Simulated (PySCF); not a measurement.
ClGeHO, SMILES [OH][Ge][Cl] (connectivity only; charge and spin as stated), neutral, multiplicity 1. Heavy atoms are numbered as in [Ge:1]([Cl:2])[OH:3]. Hydrogens are named by the atom that carries them.

The structure is a stationary point at ωB97X-D3(BJ)/def2-TZVP. Other conformers were not sampled.

The numbers are results of PySCF with HF/pcSseg-2, not measurements.

GIAO shieldings, no solvent; atoms alike by connectivity are averaged. δ = σ(ref) − σ: ⁷³Ge against GeH4 (σ = 1766.1 ppm); ³⁵Cl against HCl (σ = 947.2 ppm); ¹⁷O against H2O (σ = 326.0 ppm); ¹H against TMS (σ = 31.98 ppm), references at their B3LYP-D3(BJ)/def2-TZVP geometries, non-relativistic (without spin–orbit terms, shifts of atoms bonded to Cl or Br come out too high).

**Question.** Estimate the chemical shifts. (An estimate is asked for; the answer gives what the named calculation found.)

**Answer.** 
| nucleus | atoms | count | δ (ppm) |
|---|---|---|---|
| ⁷³Ge | Ge1 | 1 | 589.6 |
| ³⁵Cl | Cl2 | 1 | 279.0 |
| ¹⁷O | O3 (OH) | 1 | 229.4 |
| ¹H | H on O3 | 1 | 5.77 |
